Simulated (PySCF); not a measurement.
C2H6BClFN, SMILES FB(Cl)N(C)C. Atoms are numbered in the order given.

```xyz
12

B     -0.4629     0.3201     0.0000
F     -1.7973     0.3843     0.0000
Cl     0.4160     1.8711     0.0000
N      0.1874    -0.9160     0.0000
C     -0.5668    -2.1599     0.0000
C      1.6270    -1.0944     0.0000
H     -0.3249    -2.7662    -0.8916
H     -0.3249    -2.7662     0.8916
H     -1.6438    -1.9543     0.0000
H      1.9521    -1.6609     0.8913
H      1.9521    -1.6609    -0.8913
H      2.1340    -0.1228     0.0000
```

Geometry optimised at B3LYP-D3(BJ)/def2-SVP. The values are those of a single conformer.

Two levels are set side by side: PBE/pcSseg-1 (PySCF) and HF/pcSseg-1 (PySCF). GIAO shifts against BF3 (¹¹B), CFCl3 (¹⁹F), HCl (³⁵Cl), NH3 (¹⁵N), TMS (¹H), TMS (¹³C) at the same level; non-relativistic, no solvent, atoms listed together averaged. Without spin–orbit terms, shifts of atoms bonded to Cl or Br come out too high at both levels. Differences are taken from unrounded values.

```tsv
quantity	PBE
δ(¹¹B) of B1 (ppm)	12.5
δ(¹⁹F) of F2 (ppm)	-121.5
δ(³⁵Cl) of Cl3 (ppm)	64.2
δ(¹⁵N) of N4 (ppm)	103.5
```

Q: These are the PBE values. What does HF give? (The exact figures need the calculation; the answer reports its results.)

A: 
```csv
quantity,HF,PBE minus HF
δ(¹¹B) of B1 (ppm),15.9,-3.4
δ(¹⁹F) of F2 (ppm),-77.4,-44.1
δ(³⁵Cl) of Cl3 (ppm),16.0,48.2
δ(¹⁵N) of N4 (ppm),68.2,35.3
```

Rough cost on one machine, each run with all the roots and properties that it gave: HF against PBE within a factor of 2.
